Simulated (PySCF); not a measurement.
# O²⁺ (oxygen, charge +2) across methods

[He] 2s2 2p2, high-spin 3P determinant. All numbers are calculated (PySCF 2.14, the non-relativistic Hamiltonian (point nucleus), in aug-cc-pVTZ with one added diffuse shell each of s, p, d, f type (6s5p4d3f, 62 functions)).

```
   method  E (hartree)  mean ε 2s α (eV)  mean ε 2s β (eV)  mean ε 2p α (eV)  Σ⟨r²⟩ (bohr²)   ⟨S²⟩
   r2SCAN     -73.2489           -61.195           -55.663           -46.106          5.064  2.003
      PBE     -73.1948           -59.775           -55.411           -45.046          5.094  2.001
     PBE0     -73.2098           -63.213           -57.563           -47.878          5.075  2.002
CAM-B3LYP     -73.2554           -64.540           -59.234           -49.420          5.094  2.002
     BP86     -73.2655           -59.817           -55.602           -45.077          5.078  2.001
     PW91     -73.2417           -59.866           -55.483           -45.193          5.093  2.001
      LDA     -72.7026           -59.494           -55.226           -44.962          5.119  2.001
      UHF    -73.10054           -72.756           -62.380           -55.758          5.056  2.005
```

Question: Estimate the same row for BLYP.

Answer: E (hartree) = -73.2745; mean ε 2s α (eV) = -59.566; mean ε 2s β (eV) = -55.414; mean ε 2p α (eV) = -45.016; Σ⟨r²⟩ (bohr²) = 5.096; ⟨S²⟩ = 2.001.
